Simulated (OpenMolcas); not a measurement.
N3+: effect of the active space

```
Program             : OpenMolcas 26.06
Method              : MS-CASPT2, IPEA 0.25 Eh, imaginary shift 0.1 Eh
Basis               : ANO-R1
Scalar Hamiltonian  : X2C, finite nucleus
Spin-orbit coupling : RASSI with atomic mean-field integrals over the reference wave functions, term energies averaged over their components
```

A. 2 electrons in 4 orbitals (2s 2p); 2S+1 = 3 even, 3 roots; 2S+1 = 1 even, 7 roots; 2S+1 = 3 odd, 3 roots; 2S+1 = 1 odd, 3 roots; closed shells correlated: 1s; CASPT2 step roughly 1.8 core-seconds
B. 2 electrons in 8 orbitals (2s 2p 3s 3p); 2S+1 = 3 even, 3 roots; 2S+1 = 1 even, 7 roots; 2S+1 = 3 odd, 3 roots; 2S+1 = 1 odd, 3 roots; closed shells correlated: 1s; CASPT2 step of the order of 2 core-seconds

Energies in eV above 2s2 1S0, the measured ground level; measured values from Moore, Selected Tables of Atomic Spectra, NSRDS-NBS 3, section 4.

| Level | A | B | Measured |
| --- | --- | --- | --- |
| 2s2 1S0 | 0.0000 | 0.0000 | 0.0000 |
| 2s 2p 3P* 0 | 7.428 | 7.426 | 8.3329 |
| 2s 2p 3P* 1 | 7.436 | 7.434 | 8.3407 |
| 2s 2p 3P* 2 | 7.452 | 7.450 | 8.3586 |
| 2s 2p 1P* 1 | 15.327 | 15.309 | 16.2040 |
| 2p2 3P0 | 19.859 | 19.856 | 21.7636 |
| 2p2 3P1 | 19.867 | 19.863 | 21.7726 |
| 2p2 3P2 | 19.882 | 19.879 | 21.7881 |
| 2p2 1D2 | 21.845 | 21.825 | 23.4184 |
| 2p2 1S0 | 27.915 | 27.897 | 29.1821 |

Deviations, from unrounded energies. A percentage is the sum of absolute deviations over the sum of measured energies, with the sign that they share, or ± where signs differ.

| Against measurement | Levels | A | B |
| --- | --- | --- | --- |
| mean absolute deviation (cm-1) | 9 | 11000 | 11000 |
| other configurations (%) | 9 | -7.6 | -7.7 |

A, B lie about equally close to measurement. The largest miss of A in the table is 2p2 3P2, by -15000 cm-1. The ranking rests on the paired levels alone, and a cruder setting can come out closer through cancelling errors.

Between A and B the level of the table that moves most is 2p2 1D2, by 170 cm-1 (lowest in B, highest in A).

The basis is small and was not contracted for so high a charge. Active for correlation alone: 3p 3s; no level in the range computed is led by a configuration that fills them, so any true level of that kind is missing (holds for B). Measured partners are found by configuration, term and J. A level has none where our copy of the source lacks it or the pairing is in doubt (some pairs that miss far off the trend of their configuration count as doubtful), and it then counts in no deviation. Only configurations of the active space appear.

* marks odd parity.
